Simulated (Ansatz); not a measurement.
System: LaCl₃, net charge 0, singlet state. 
Structure (B3LYP-D3(BJ)/def2-TZVP (Ansatz, a quantum-chemistry and plane-wave program) minimum search):
```
La
Cl 1 2.6219
Cl 1 2.6219 2 117.45
Cl 1 2.6219 2 117.45 3 -148.78
```
Charge 0, spin multiplicity 1.

Basis-set convergence of Hartree-Fock and CCSD correlation energies (hartree) with Ansatz. Cores are frozen in the correlated levels unless marked. Spin-orbit coupling is left out. The frozen core is the preceding noble-gas configuration, with the filled d and f shells of earlier blocks. In def2 rows, elements after Kr have scalar-relativistic effective core potentials.

```
basis        functions        E(HF)  E(corr, CCSD)
-----------  ---------  -----------  -------------
def2-SVPD          116  -1409.53261       -0.51329
def2-TZVPPD        212  -1409.98273       -0.66936
def2-QZVPPD        318  -1410.02122       -0.72622
```

Extrapolating the two largest sets (X = 3 and 4) as X^-3: E(corr) = (64·(-0.72622) - 27·(-0.66936))/37 = -0.7677 Eh, an estimate of the basis-set limit. The largest set recovers 94.6 % of it, the smallest 66.9 %.
